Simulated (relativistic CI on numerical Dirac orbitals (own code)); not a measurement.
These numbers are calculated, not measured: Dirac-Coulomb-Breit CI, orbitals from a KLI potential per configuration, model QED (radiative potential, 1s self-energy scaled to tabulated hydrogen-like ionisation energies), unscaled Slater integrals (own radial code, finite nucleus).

Configuration list (outside the closed core [Ne]): 3s2.3p2, 3s.3p3, 3s2.3p.3d, 3p4, 3s.3p2.3d, 3p3.3d, 3s.3p.3d2, 3s2.3d.4p, 3p3.4s, 3s.3p.3d.4s, 3p3.4p, 3s2.3p.4s, 3s2.3p.4p, 3p2.3d.4p, 3s2.3p.4d, 3s.3p2.4s, 3s2.3p.4f, 3s.3p2.4p, 3s.3p2.4d, 3s.3p2.4f, 3s2.3p.5s, 3s2.3p.5p, 3s2.4s.4p, 3s2.3p.5d, 3s2.3p.5f, 3s2.3p.5g, 3s.3p.4s2, 3s.3p2.5s, 3s2.3d2, 3s.3d3, 3p2.3d2, 3p.3d3, 3p.3d2.4s, 3p.3d2.4p, 3p.3d2.4d, 3s2.3d.4s, 3s.3d2.4s, 3s.3p.3d.4p, 3s.3d2.4p, 3s.3d.4s.4p, 3s.3d.4p2, 3s.3d.4p.4d, 3p2.3d.4s, 3p.3d.4s2, 3p.3d.4s.4p, 3p.3d.4s.4d, 3s2.4s2, 3s.3d.4s2, 3s2.4p2, 3s.3p.4s.4p, 3s.4s2.4p, 3s.4s.4p2, 3s.4s.4p.4d. Double excitations out of closed p, d and f shells are left out; levels of such configurations are missing from the list, as are those of other unlisted configurations, and high levels can miss mixing partners. These lack a partner that the ground configuration has and come out too high: 3s.3p2.4d, 3s.3p2.4f, 3s.3p2.5s, 3s2.3p.4f, 3s2.3p.5s.

At this charge energies of transitions that change n are usually good to better than 1 %, and those within a shell (Δn = 0) to a few per cent.

Outline of the computed level scheme of Tc XXX. Lowest level of each configuration: 3s2.3p2 3P_0 at 0.000 eV; 3s.3p3 5S°_2 at 91.797 eV; 3s2.3p.3d 3F°_2 at 128.408 eV; 3s.3p2.3d 5F_1 at 201.723 eV; 3p4 3P_1 at 229.893 eV.

Some strong electric-dipole decays among the lowest 45 levels: 3s2.3p.3d 3P°_0 → 3s2.3p2 3P_1 (1.8e+11 s⁻¹); 3s2.3p.3d 3D°_3 → 3s2.3p2 1D_2 (1.7e+11 s⁻¹); 3s2.3p.3d 3P°_2 → 3s2.3p2 3P_2 (1.7e+11 s⁻¹); 3s2.3p.3d 1P°_1 → 3s2.3p2 1S_0 (1.7e+11 s⁻¹); 3s2.3p.3d 3D°_1 → 3s2.3p2 3P_1 (1.6e+11 s⁻¹); 3s2.3p.3d 3D°_2 → 3s2.3p2 1D_2 (1.5e+11 s⁻¹); 3s2.3p.3d 1F°_3 → 3s2.3p2 3P_2 (1.5e+11 s⁻¹); 3s2.3p.3d 3D°_1 → 3s2.3p2 3P_0 (1.5e+11 s⁻¹).

LS names give the leading component of a level, which can be under half, so a name can repeat, a term be missing and a line seem to break the LS rules.
